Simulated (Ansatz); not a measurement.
One change: `[F][Sn][Cl]` becomes `[CH3][Sn][Cl]`.

Ansatz, PBE0-D4/def2-TZVP geometries, multiplicity 1. 

Elements past krypton have def2 core potentials.

| property | `[F][Sn][Cl]` |
| --- | --- |
| LUMO energy (B3LYP/def2-TZVPP) / eV | -3.20 |
| LUMO energy (PBE/def2-TZVPP) / eV | -3.61 |
| size of the dipole moment (ωB97M-V/def2-TZVPP) / D | 3.53 |
| size of the dipole moment (B3LYP/def2-TZVPP) / D | 3.54 |
| HOMO energy (PBE/def2-TZVPP) / eV | -7.16 |
| HOMO energy (PBE0/def2-TZVPP) / eV | -8.30 |

**Question.** What does the change do to each property? (Best estimate.)

**Answer.** Ansatz gave: 
| property | `[CH3][Sn][Cl]` | shift |
| --- | --- | --- |
| LUMO energy (B3LYP/def2-TZVPP) / eV | -2.97 | 0.23 |
| LUMO energy (PBE/def2-TZVPP) / eV | -3.42 | 0.19 |
| size of the dipole moment (ωB97M-V/def2-TZVPP) / D | 2.93 | -0.60 |
| size of the dipole moment (B3LYP/def2-TZVPP) / D | 2.87 | -0.67 |
| HOMO energy (PBE/def2-TZVPP) / eV | -5.65 | 1.51 |
| HOMO energy (PBE0/def2-TZVPP) / eV | -6.69 | 1.61 |

With PBE0 the HOMO rises by 1.61 eV and the LUMO rises by 0.23 eV, so the gap narrows by about 1.38 eV. PBE moves the HOMO by 1.51 eV and ωB97M-V by 1.64 eV. The zero-point energy changes by 87.1 kJ/mol with +9 modes. Dipoles are sizes alone; their direction can turn.

B3LYP here is the variant with VWN-RPA as its local correlation; programs differ in this.
